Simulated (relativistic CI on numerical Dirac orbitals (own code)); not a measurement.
## Pm3+: 4f valence photoemission

Computed with this model: Dirac-Coulomb-Breit CI, orbitals from a KLI potential per configuration, model QED, valence Slater integrals scaled by 0.9, multiplet model of photoemission in the sudden approximation; configurations [Xe] 4f4 → [Xe] 4f3; 300 K; Lorentzian 0.15 eV and Gaussian 0.3 eV FWHM. Energies are those of the free ion, without screening or charge transfer. The energies are binding energies and can lie tens of eV above those of solids. S is read from ⟨S²⟩ = S(S + 1).

free ion: ground-state S = 1.98, centroid 39.82 eV. Peaks (eV, height): 38.8 (100), 40.8 (23), 41.8 (37).

Strongest unbroadened transitions for free ion:

```
Energy (eV)  Relative strength
      38.82              100.0
      39.12               24.4
      39.43                1.4
      39.75                0.0
      40.75                0.2
      40.76               18.3
      40.92                6.0
      41.05                0.1
      41.06                0.3
      41.25                0.0
      41.55                2.3
      41.74               34.2
      41.76                0.0
      41.97                9.7
      42.22                0.8
      42.39                0.0
      42.58                0.0
      43.00                0.0
```
